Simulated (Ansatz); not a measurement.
Computed with Ansatz on PBE0-D4/def2-TZVP structures; ΔE is electronic, products minus reactants. CCSD(T)/CBS is the MP2 limit (def2-TZVPP, def2-QZVPP) plus CCSD(T) − MP2 in def2-TZVPP, frozen cores. DFT in def2-TZVPP. Each species was taken in one conformer, which may not be the lowest.

Reaction (formal exchange of groups at the Si–C bond): `[SiH3]COCS` + `CC(F)(F)[SiH3]` → `CC(F)([SiH3])[SiH3]` + `FCOCS`

```json
{"level": "ωB97M-V", "ΔE (kcal/mol)": "3.2"}
{"level": "B2PLYP", "ΔE (kcal/mol)": "3.6"}
{"level": "MP2/def2-QZVPP", "ΔE (kcal/mol)": "2.7"}
{"level": "MP2/CBS(def2)", "ΔE (kcal/mol)": "2.7"}
```

**Question.** What does CCSD(T)/CBS give? (An estimate is asked.)

**Answer.** Ansatz gave: +2.9 kcal/mol. The listed levels differ from it by 0.3, 0.7, -0.2, -0.2 kcal/mol.

Largest T1 diagnostic among the species: 0.012.

The D4 term adds −1.0 kcal/mol with B3LYP and −0.5 kcal/mol with PBE0; it sums over pairs of atoms, weighted by their polarisabilities, and B3LYP, whose exchange is more repulsive, gets the larger term. In def2-TZVPP, CCSD(T) changes the Hartree–Fock value by −1.0 kcal/mol (the triples alone add −0.1 kcal/mol) and MP2 by −1.2 kcal/mol.

CCSD(T)/CBS has its own doubt, a few kJ/mol and more with outer-core shells, so smaller differences from it don't rank the levels.

B3LYP here is the variant with VWN-RPA as its local correlation; programs differ in this.
